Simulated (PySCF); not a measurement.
Vertical excitations of a molecule CH4ClFOSi from TDDFT-PBE/def2-SVPD (PySCF 2.14.0), as energy in eV (oscillator strength): 5.58 (0.006), 6.01 (0.003), 6.36 (0.023), 6.97 (0.010), 7.08 (0.039), 7.20 (0.014), 7.41 (0.002), 7.50 (0.004), 7.57 (0.016), 7.70 (0.006). Lowest triplet (TDA): 5.22 eV. The structure is a stationary point at PBE-D3(BJ)/def2-SVP. Other conformers were not sampled.

### Question
Which structure fits?
A) OC[Si@@H](F)Cl
B) CO[Si@H](F)Cl
C) O[Si@@H](Cl)CF
D) C[Si@](O)(F)Cl

### Answer
A, OC[Si@@H](F)Cl
